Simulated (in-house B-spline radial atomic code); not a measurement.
Radial electron density of Bi⁷⁺, [Xe] 4f14 5d8. Method: Dirac-Kohn-Sham PBE0, spherical fractional occupations, Fermi nucleus of rms radius 5.5211 fm. Calculated with an all-electron radial atomic-structure program (B-spline basis).

Caution: exact exchange at fractional occupations of open shells leaves self-interaction of up to several eV.

Columns: r (bohr), 4πr²n(r) (electrons per bohr), bar.

```
0.000448    4.066 #
0.000551    5.585 ##
0.000678    7.636 ##
0.000834    10.37 ###
 0.00103    14.08 ####
 0.00126     18.7 #####
 0.00155     24.8 #######
 0.00191    32.59 #########
 0.00235    42.15 ############
 0.00288    53.35 ###############
 0.00355     66.6 ###################
 0.00436    80.78 #######################
 0.00537    95.28 ###########################
  0.0066    108.2 ###############################
 0.00812    117.9 #################################
 0.00998    122.4 ###################################
  0.0123    121.1 ##################################
  0.0151    115.4 #################################
  0.0186    109.4 ###############################
  0.0228      109 ###############################
  0.0281    118.5 ##################################
  0.0345    136.1 #######################################
  0.0425    152.6 ###########################################
  0.0522    155.3 ############################################
  0.0642    141.8 ########################################
   0.079      126 ####################################
  0.0971    127.3 ####################################
   0.119    142.9 ########################################
   0.147    145.1 #########################################
   0.181    117.6 #################################
   0.222    88.46 #########################
   0.273    87.87 #########################
   0.336     99.8 ############################
   0.413     88.8 #########################
   0.508    58.16 ################
   0.625    35.28 ##########
   0.769    27.36 ########
   0.946    22.71 ######
    1.16    15.12 ####
    1.43     7.22 ##
    1.76     2.43 #
    2.16   0.5576 
    2.66  0.07506 
    3.27 0.005347 
    4.02 0.0001689
```

On this grid the curve has 4 maxima, near 0.00998, 0.0522, 0.147, 0.336 bohr.

The 5d3/2 radial function P(r) = rR(r), positive near the nucleus, with its small component Q(r) (sign convention: Q ≈ (P' + κP/r)/2c):

```csv
r (bohr),P,Q
0.00537,0.001604,0.003446
0.00812,0.004373,0.00692
0.0123,0.01191,0.0133
0.0186,0.03133,0.02376
0.0281,0.07693,0.03805
0.0425,0.1685,0.05143
0.0642,0.3032,0.05204
0.0971,0.3869,0.0278
0.147,0.2037,-0.01235
0.222,-0.2951,-0.03043
0.336,-0.5575,-0.008595
0.508,0.02392,0.01637
0.769,0.8984,0.0155
1.16,1.022,0.003901
1.76,0.483,-0.0008544
2.66,0.08825,-0.0004317
4.02,0.00404,-2.81e-05
```
